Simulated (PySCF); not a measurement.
P⁻ (phosphorus, charge -1) across methods

[Ne] 3s2 3p4, high-spin 3P determinant. Computed with PySCF 2.14 in x2c-TZVPPall with one added diffuse shell each of s, p, d type (6s6p4d1f, 51 functions), with scalar relativity by spin-free X2C-1e.

```
 method  E (hartree)  mean ε 3s β (eV)  mean ε 3p α (eV)  mean ε 3p β (eV)  Σ⟨r²⟩ (bohr²)   ⟨S²⟩
    PBE    -341.9607            -5.635             0.752             1.851          51.00  2.007
wB97M-V    -342.0870            -9.586            -2.099            -0.791          50.35  2.008
   TPSS    -342.1370            -5.594             0.746             1.819          49.81  2.007
   BLYP    -342.1244            -5.678             0.952             1.901          51.89  2.007
   BP86    -342.1594            -5.833             0.651             1.674          51.15  2.007
    LDA    -340.8394            -5.881             0.661             1.789          51.42  2.008
    UHF   -341.51361            -9.621            -2.782            -0.655          49.16  2.022
 r2SCAN    -342.0879            -5.616             0.489             1.743          49.98  2.014
```

Q: Estimate the same row for PBE0.

A: E (hartree) = -341.9864; mean ε 3s β (eV) = -6.859; mean ε 3p α (eV) = -0.208; mean ε 3p β (eV) = 1.068; Σ⟨r²⟩ (bohr²) = 49.61; ⟨S²⟩ = 2.008.

The highest occupied level is positive at PBE, TPSS, BLYP, BP86, LDA, PBE0, r2SCAN: only the finite basis holds that electron, which in a density functional comes from self-interaction.
